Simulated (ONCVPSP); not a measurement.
**Before and after: ONCV potential for carbon (C)**

ONCVPSP 4.0.1 input, shortened (lines: element, Z, core and valence counts, functional; n l f; lmax; l rc ep ncon nbas qcut; lloc lpopt rc5 dvloc0; l nproj debl; icmod fcfact rcfact), LDA (Perdew-Wang 92), scalar-relativistic:

```
  C 6.00    0    3  -001012      upf
    1    0    2.00
    2    0    1.00
    2    1    3.00
    1
    0    0.45    0.00    4    7   26.70
    1    3.10    0.00    4    8    5.50
    4    4    0.30    3.00
    0    3    1.00
    1    3    3.60
    0    0.00    0.00
```

Change: s: qcut 24.2.

Cutoffs: the cutoffs (Ha) at which the residual kinetic energy of the hardest occupied pseudo-wave falls to 1 and 0.1 mHa per electron; they do not see the model core or the augmentation charge, which bear on the density cutoff. Errors are all-electron minus pseudo energies relative to the spin-unpolarised reference configuration.

Q: How do hardness, ghosts and transferability respond?

A: The potential gets softer (277 Ha and 319 Ha → 252 Ha and 297 Ha); the errors of the 3 common tests hardly move; neither file shows a bound ghost. The waves are optimised to have the least kinetic energy above qcut, so the cutoff follows it (qcut²/2 in Ha).

```csv
quantity,base,changed
"cutoff, loose",277 Ha,252 Ha
"cutoff, tight",319 Ha,297 Ha
loose cutoff by channel,"s 277 Ha, p 8.3 Ha","s 252 Ha, p 8.3 Ha"
bound ghosts,none,none
GHOST(+) flags under 300 eV,none,none
tests with a reliable result,3 of 4,3 of 4
"error for 1s2 2s2 2p2, meV [ΔE -8.24 eV]",-41,-41
"error for 1s2 2s2 2p1, meV [ΔE 2.74 eV]",+288,+288
"error for 1s2 2s2 2p0, meV [ΔE 27.00 eV]",+1516,+1516
s: phases at 0.46 bohr within 0.05 rad from the reference energy up to (Ha; the scan ends near 5),to the end of the scan,to the end of the scan
p: phases at 3.14 bohr within 0.05 rad from the reference energy up to (Ha; the scan ends near 5),-0.1,-0.1
```
